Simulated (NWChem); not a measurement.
System: C$_{2}$H$_{4}$F$_{2}$OSi; SMILES [Si]1(OCC1)(F)F

NWChem input:

```
start job
memory heap 200 mb stack 900 mb global 1100 mb
geometry units angstroms noautoz
  F     -0.036155    -1.389070    -1.284278
  Si    -0.041395    -0.397383     0.000000
  F     -0.036155    -1.389070     1.284278
  C     -1.138869     1.110601     0.000000
  C      0.231199     1.850272     0.000000
  O      1.191445     0.739314     0.000000
  H     -1.755035     1.276018    -0.903900
  H     -1.755035     1.276018     0.903900
  H      0.389951     2.475707     0.903559
  H      0.389951     2.475707    -0.903559
end
basis spherical
  * library 6-31+g*
end
dft
  xc pbe0
  iterations 150
  mulliken
end
task dft energy
```

NWChem printed, in part:

```
             Northwest Computational Chemistry Package (NWChem) 7.3.0
             --------------------------------------------------------

 CS  symmetry detected

                             Geometry "geometry" -> ""
                             -------------------------

 Output coordinates in angstroms (scale by  1.889725989 to convert to a.u.)

  No.       Tag          Charge          X              Y              Z
 ---- ---------------- ---------- -------------- -------------- --------------
    1 F                    9.0000     0.01262660     1.40054958    -1.28427800
    2 Si                  14.0000    -0.02872595     0.40971128     0.00000000
    3 F                    9.0000     0.01262660     1.40054958     1.28427800
    4 C                    6.0000    -1.18039082    -1.05730369     0.00000000
    5 C                    6.0000     0.16183039    -1.84638020     0.00000000
    6 O                    8.0000     1.16189910    -0.77113017     0.00000000
    7 H                    1.0000    -1.80217235    -1.20017095    -0.90390000
    8 H                    1.0000    -1.80217235    -1.20017095     0.90390000
    9 H                    1.0000     0.29769950    -2.47718185     0.90355900
   10 H                    1.0000     0.29769950    -2.47718185    -0.90355900

 Effective nuclear repulsion energy (a.u.)     326.6144100479

      Symmetry information
      --------------------

 Group name             Cs
 Group number              2
 Group order               2
 No. of unique centers     7

                                 NWChem DFT Module
                                 -----------------

 Summary of "ao basis" -> "ao basis" (spherical)
 ------------------------------------------------------------------------------
       Tag                 Description            Shells   Functions and Types
 ---------------- ------------------------------  ------  ---------------------
 F                          6-31+g*                  8       18   4s3p1d
 Si                         6-31+g*                 10       22   5s4p1d
 C                          6-31+g*                  8       18   4s3p1d
 O                          6-31+g*                  8       18   4s3p1d
 H                          6-31+g*                  2        2   2s

      Symmetry analysis of basis
      --------------------------

        a'         77
        a"         43

            General Information
            -------------------
          SCF calculation type: DFT
          Wavefunction type:  closed shell.
          No. of atoms     :    10
          No. of electrons :    56
           Alpha electrons :    28
            Beta electrons :    28
          Charge           :     0
          Spin multiplicity:     1
          Use of symmetry is: on ; symmetry adaption is: on
          Maximum number of iterations: 150
          AO basis - number of functions:   120
                     number of shells:    58
          Convergence on energy requested:  1.00D-06
          Convergence on density requested:  1.00D-05
          Convergence on gradient requested:  5.00D-04

              XC Information
              --------------
                         PBE0 Method XC Functional
                     Hartree-Fock (Exact) Exchange  0.250
          PerdewBurkeErnzerhof Exchange Functional  0.750
            Perdew 1991 LDA Correlation Functional  1.000 local
           PerdewBurkeErnz. Correlation Functional  1.000 non-local

             Grid Information
             ----------------
          Grid used for XC integration:  medium
          Radial quadrature: Mura-Knowles
          Angular quadrature: Lebedev.
          Tag              B.-S. Rad. Rad. Pts. Rad. Cut. Ang. Pts.
          ---              ---------- --------- --------- ---------
          F                   0.50       49          12.0       434
          Si                  1.10       88          12.0       590
          C                   0.70       49          12.0       434
          O                   0.60       49          11.0       434
          H                   0.35       45          12.0       434
          Grid pruning is: on
          Number of quadrature shells:   374
          Spatial weights used:  Erf1

      Superposition of Atomic Density Guess
      -------------------------------------

 Sum of atomic energies:        -639.65094486

      Non-variational initial energy
      ------------------------------

 Total energy =    -641.979335
 1-e energy   =   -1534.529293
 2-e energy   =     565.935548
 HOMO         =      -0.380316
 LUMO         =       0.018152

      Symmetry analysis of molecular orbitals - initial
      -------------------------------------------------

  Numbering of irreducible representations:

     1 a'          2 a"

  Orbital symmetries:

     1 a'          2 a'          3 a"          4 a'          5 a'
     6 a'          7 a'          8 a'          9 a"         10 a'
    11 a'         12 a'         13 a"         14 a'         15 a'
    16 a'         17 a"         18 a'         19 a'         20 a"
    21 a"         22 a'         23 a"         24 a'         25 a"
    26 a'         27 a'         28 a"         29 a'         30 a'
    31 a'         32 a"         33 a'         34 a"         35 a'
    36 a'         37 a'         38 a"

     ---------------------------------------------
      Total Density - Mulliken Population Analysis
     ---------------------------------------------

[...]
```

Level: PBE0/6-31+G* (spherical d). The geometry was optimised at PBE-D3(BJ)/def2-SVP.
